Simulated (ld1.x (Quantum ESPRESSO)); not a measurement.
# bismuth: excitation energies, all-electron against RRKJ

ld1.x (Quantum ESPRESSO) 7.5 input, shortened:

```
&input
   title='Bi', zed=83., rel=1, dft='PBESOL', iswitch=3,
   config='[Xe] 4f14 5d10 5f-2 6s1.75 6p3.25'
 /
 &inputp
   pseudotype=2, tm=.false., rho0=0.01, lloc=0,
   nlcc=.true., rcore=0.80
 /
4
6P  2  1   3.25   0.00  1.95  1.95  0.0
5D  3  2  10.00   0.00  2.05  2.05  0.0
5F  4  3  -2.00  -0.05  1.55  1.55  0.0
6S  1  0   1.75   0.00  1.80  1.80  0.0
 &test
   configts(1)='5d10 6s1.75 6p3.25'
 /
```

Energies are relative to the spin-unpolarised reference configuration 5d10 6s1.75 6p3.25; without spin polarisation the order of configurations can differ from experiment.

```
valence configuration  charge  ΔE all-electron (eV)  error AE − PS (meV)
         5d10 6s2 6p3       0                -2.495                 +0.4
         5d10 6s2 6p2      +1                 5.454                 -3.0
         5d10 6s2 6p1      +2                20.744                 -9.4
          5d9 6s2 6p3      +1                30.816                  -75
         5d10 6s1 6p4       0                 7.621                 -3.0
         5d10 6s1 6p0      +4                89.579                  -59
```

What are ΔE and the potential's error for 5d10 6s2 6p3.3?

ΔE = -3.596 eV all-electron; the error (AE − PS) is +1.4 meV.
